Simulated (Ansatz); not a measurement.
# Counterpoise correction, worked out

The pair of Li⁺ (SMILES [Li+], atom 1) and CH$_{2}$O (SMILES C=O, atoms 2–5), both closed shells, in one local arrangement (a lower one may exist), relaxed at PBE0-D4/def2-TZVP:

```xyz
5
angstrom
Li -0.5107 -0.0251 -2.3226
C 0.1323 0.0065 0.6019
O -0.1279 -0.0062 -0.5811
H -0.6624 0.1281 1.3511
H 1.1687 -0.1032 0.9508
```

Computed with Ansatz 0.2.0 (basis: def2-TZVPPD); correlated methods freeze the cores. The outer core shell of Li, Na, Mg and K is correlated.

CCSD(T) total energies in eV:

| system | geometry | basis functions | energy |
| --- | --- | --- | --- |
| pair | pair | all | -3310.70895 |
| Li⁺ | as in the pair | all (partner as ghosts) | -197.85003 |
| CH$_{2}$O | as in the pair | all (partner as ghosts) | -3111.36204 |
| Li⁺ | as in the pair | its own | -197.84251 |
| CH$_{2}$O | as in the pair | its own | -3111.35498 |
| Li⁺ | free (PBE0-D4 minimum) | its own | -197.84251 |
| CH$_{2}$O | free (PBE0-D4 minimum) | its own | -3111.34811 |

Work out the interaction energy with and without the counterpoise correction, the superposition error, and the binding energy from the relaxed fragments.

Without correction: -3310.70895 − (-197.84251) − (-3111.35498) = -1.51146 eV.
With correction (each fragment in the whole basis): -3310.70895 − (-197.85003) − (-3111.36204) = -1.49688 eV = -34.52 kcal/mol.
The superposition error is the difference, 0.01458 eV, 1 % of the uncorrected value: each fragment borrows its partner's functions.
Deformation from the free shapes: 0.00000 eV for Li⁺ and -0.00687 eV for CH$_{2}$O (a small negative value is possible, since the free shapes are minima of another method).
Binding energy from relaxed fragments: -1.49688 + 0.00000 + (-0.00687) = -1.50375 eV = -34.68 kcal/mol (electronic, without zero-point energy; negative means bound). For comparison, the corrected interaction energy by CCSD(T) at an estimated basis limit (MP2 extrapolated from triple and quadruple zeta, plus CCSD(T) − MP2 in triple zeta) is -1.544 eV; triple zeta with the correction binds less.

No T1 diagnostic of these runs exceeds 0.018.

For scale, one of the runs: CCSD(T)/def2-TZVPPD, 133 basis functions, launched by `ansatz run in.yaml --threads 2 --pin off --events-out ev --progress --plain --max-ram 5222MiB`. Time: 3.1 s of wall clock on 2 CPU threads of an Intel Xeon 6975P-C; the host was shared. Peak host memory: 0.82 GiB.
